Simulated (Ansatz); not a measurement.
C2H2N, SMILES `C#C[NH+]` (excited singlet) (charge 1, multiplicity 1). This singlet is an excited state, 0.84 eV above the relaxed triplet at the level B3LYP/cc-pVTZ // PBE0-D3(BJ)/def2-TZVP (Ansatz, a first-principles code).

Cartesian coordinates (Å):
SMILES: C#C[NH+]
```xyz
5

C      1.1519     0.1462    -0.0552
C     -0.1037     0.1095    -0.2222
N     -1.2986     0.3066    -0.3823
H      2.1990    -0.0733     0.0861
H     -1.9486    -0.4889    -0.4621
```
Charge +1, spin multiplicity 1.

Frozen-core energies in cc-pVDZ from Ansatz at a geometry from PBE0-D3(BJ)/def2-TZVP; the HF reference has <S^2> = 0.00 (restricted, and unstable towards unrestricted orbitals) and the T1 diagnostic is 0.025.

```csv
level,energy (Ha),difference from CCSDT(Q) (mHa)
HF,-130.90813,427.98
MP2,-131.28491,51.20
CCSD,-131.31290,23.20
CCSD(T),-131.33216,3.95
CCSDT,-131.33368,2.42
CCSDT(Q),-131.33610,0.00
```
